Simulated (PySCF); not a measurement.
Levels along the 5-electron series

One electron added to the closed shell [He] 2s2: EOM-EA-CCSD calculated with PySCF 2.14, two-component X2C-1e with screened spin-orbit coupling, each ion in its own even-tempered basis, nothing frozen, the virtual space cut to natural spinors and corrected at second order; no Breit or QED terms. Binding energy of 2p1/2 and energies of the other levels above it, in eV.

```tsv
ion	2p1/2 binding	2p3/2 − 2p1/2	NIST ionisation energy
Cr(19+)	1496.2	10.342	1495.1 ± 0.7 (s)
Mn(20+)	1644.4	12.390	1643.2 ± 0.7 (s)
Fe(21+)	1799.7	14.733	1798.4 ± 0.8 (s)
Co(22+)	1962.3	17.399	1960.8 ± 0.8 (s)
Ni(23+)	2132.1	20.417	2130.5 ± 0.9 (s)
Cu(24+)	2309.1	23.818	2307.3 ± 1 (s)
Zn(25+)	2493.4	27.635	2491.5 ± 1.1 (s)
Ga(26+)	2685.1	31.903	2683 ± 1.4 (s)
As(28+)	3090.7	41.934	3088.1 ± 1.9 (s)
```

**Question.** Estimate the missing row, Ge(27+).

**Answer.** The calculation gives 2p1/2 binding 2884.2; 2p3/2 − 2p1/2 36.657. The NIST ionisation energy is 2881.9 ± 1.6 (s).

Each ion has its own basis, which adds noise of up to about 0.1 % of the binding energies along the series.

The 2p interval goes from 10.34 to 41.93 eV, as Z to the power 4.40; a hydrogen-like ion gives 4, and the power is higher where the screened charge Z − σ still grows faster than Z or where Zα is large.

NIST values marked (s) are semi-empirical, (t) theoretical.
